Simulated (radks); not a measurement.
Results of a calculation; reference values are marked as such.
The sulfur anion S2-, [Ar], held by a Watson sphere: a shell of charge +2 at radius R that stands for the Madelung well of a crystal (potential energy -2/R inside, -2/r outside, in hartree with lengths in bohr). Level of theory: non-relativistic Kohn-Sham, r2SCAN, spin-unpolarised, spherical densities, point nucleus; meta-GGA in the generalised Kohn-Sham scheme (a radial shooting solver on a logarithmic mesh with Libxc functionals).

| R (bohr) | e(2p) (eV) | e(3s) (eV) | e(3p) (eV) | <r> 3p (bohr) | sum of <r^2> (bohr^2) | X-ray form factor at sin(theta)/lambda = 0.1 1/angstrom |
|---|---|---|---|---|---|---|
| 2 | -156.10 | -19.208 | -8.814 | 2.057 | 39.04 | 15.564 |
| 2.05 | -156.07 | -19.042 | -8.709 | 2.071 | 39.51 | 15.541 |
| 2.08 | -156.06 | -18.943 | -8.646 | 2.079 | 39.79 | 15.528 |
| 2.11 | -156.05 | -18.845 | -8.582 | 2.087 | 40.06 | 15.514 |
| 2.26 | -155.99 | -18.367 | -8.256 | 2.126 | 41.45 | 15.447 |
| 2.84 | -155.73 | -16.727 | -6.982 | 2.265 | 46.62 | 15.219 |
| 3.47 | -155.22 | -15.322 | -5.722 | 2.392 | 51.80 | 15.026 |
